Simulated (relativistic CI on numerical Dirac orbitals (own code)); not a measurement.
# Crystal-field levels of Cu³⁺, 3d8

Calculated by Dirac-Coulomb-Breit CI, separate exchange-only KLI orbitals for each configuration, QED by a radiative potential, valence Slater integrals scaled by 0.75, one configuration in a parametric crystal field (own radial code).

Field parameters in Wybourne normalisation: Oh B⁴₀ = 21Dq, B⁴₄ = √(5/14) B⁴₀. The field is a parameter set, without covalency.

S and J are read from ⟨S²⟩ = S(S + 1) and ⟨J²⟩ = J(J + 1) of each level; they are not fictitious spins.

Oh, 10Dq = 4100 cm⁻¹, the lowest 16 levels:

```tsv
E (cm⁻¹)	Degeneracy	Irrep	S	J
0.0	3	T2	1.00	3.63
3708	2	E	1.00	3.83
3979	3	T1	1.00	3.69
4768	3	T2	1.00	2.97
4916	1	A2	1.00	3.00
6221	1	A1	1.00	3.98
7153	3	T1	1.00	3.35
8362	3	T2	1.00	2.59
8471	2	E	0.98	2.28
16249	2	E	0.11	2.33
19129	3	T2	0.31	2.10
21990	2	E	0.98	2.05
22445	3	T2	0.86	2.06
22741	3	T1	1.00	1.05
23025	1	A1	0.99	0.28
24868	1	A1	0.02	3.95
```

Oh, 10Dq = 7400 cm⁻¹, the lowest 10 levels:

```tsv
E (cm⁻¹)	Degeneracy	Irrep	S	J
0.0	3	T2	1.00	3.50
6997	2	E	0.99	3.71
7248	3	T1	1.00	3.57
7867	3	T2	1.00	3.04
8074	1	A2	1.00	3.00
11586	1	A1	1.00	3.92
12387	3	T1	1.00	3.41
13334	2	E	0.92	2.45
13569	3	T2	1.00	2.66
16976	2	E	0.21	2.53
```

Oh, 10Dq = 10700 cm⁻¹, the lowest 16 levels:

| E (cm⁻¹) | Degeneracy | Irrep | S | J |
| --- | --- | --- | --- | --- |
| 0.0 | 3 | T2 | 1.00 | 3.44 |
| 10265 | 2 | E | 0.99 | 3.63 |
| 10530 | 3 | T1 | 1.00 | 3.52 |
| 11084 | 3 | T2 | 1.00 | 3.07 |
| 11312 | 1 | A2 | 1.00 | 3.00 |
| 16261 | 2 | E | 0.33 | 2.69 |
| 16697 | 1 | A1 | 0.99 | 3.80 |
| 17424 | 3 | T1 | 1.00 | 3.36 |
| 18483 | 3 | T2 | 1.00 | 2.64 |
| 19163 | 2 | E | 0.86 | 2.47 |
| 26596 | 3 | T2 | 0.16 | 2.40 |
| 27616 | 1 | A1 | 0.02 | 3.84 |
| 31049 | 2 | E | 1.00 | 2.12 |
| 31400 | 3 | T2 | 0.94 | 2.19 |
| 31657 | 3 | T1 | 0.96 | 1.62 |
| 31944 | 1 | A1 | 0.99 | 0.93 |

Oh, 10Dq = 14050 cm⁻¹, the lowest 16 levels:

| E (cm⁻¹) | Degeneracy | Irrep | S | J |
| --- | --- | --- | --- | --- |
| 0.0 | 3 | T2 | 1.00 | 3.40 |
| 13491 | 2 | E | 0.95 | 3.53 |
| 13868 | 3 | T1 | 1.00 | 3.50 |
| 14389 | 3 | T2 | 1.00 | 3.09 |
| 14628 | 1 | A2 | 1.00 | 3.00 |
| 16880 | 2 | E | 0.18 | 2.85 |
| 21516 | 1 | A1 | 0.99 | 3.63 |
| 22203 | 3 | T1 | 1.00 | 3.23 |
| 23077 | 3 | T2 | 1.00 | 2.59 |
| 23354 | 2 | E | 0.98 | 2.43 |
| 28649 | 1 | A1 | 0.04 | 3.78 |
| 30235 | 3 | T2 | 0.09 | 2.51 |
| 35784 | 3 | T1 | 0.11 | 3.88 |
| 36416 | 2 | E | 1.00 | 2.19 |
| 36655 | 3 | T2 | 0.97 | 2.25 |
| 36953 | 3 | T1 | 0.96 | 1.93 |

Oh, 10Dq = 17300 cm⁻¹, the lowest 16 levels:

```tsv
E (cm⁻¹)	Degeneracy	Irrep	S	J
0.0	3	T2	1.00	3.38
15958	2	E	0.57	3.10
17109	3	T1	1.00	3.48
17611	3	T2	1.00	3.10
17826	2	E	0.68	3.32
17856	1	A2	1.00	3.00
25748	1	A1	0.94	3.45
26517	3	T1	1.00	3.08
27196	3	T2	1.00	2.53
27369	2	E	0.99	2.40
29568	1	A1	0.15	3.71
33684	3	T2	0.05	2.60
39046	3	T1	0.03	3.97
41992	2	E	1.00	2.26
42153	3	T2	0.98	2.32
42297	3	T1	0.99	2.01
```

The free-ion ground term has S = 1. Every field shown keeps that spin.

Levels of this model without a field, named by their leading LS term (the scale mimics covalency, so terms lie below those of the real free ion): 3F_4 0, 3F_3 1806, 3F_2 2976, 1D_2 14853, 3P_2 18238, 3P_1 18639, 3P_0 18947, 1G_4 23025 cm⁻¹.
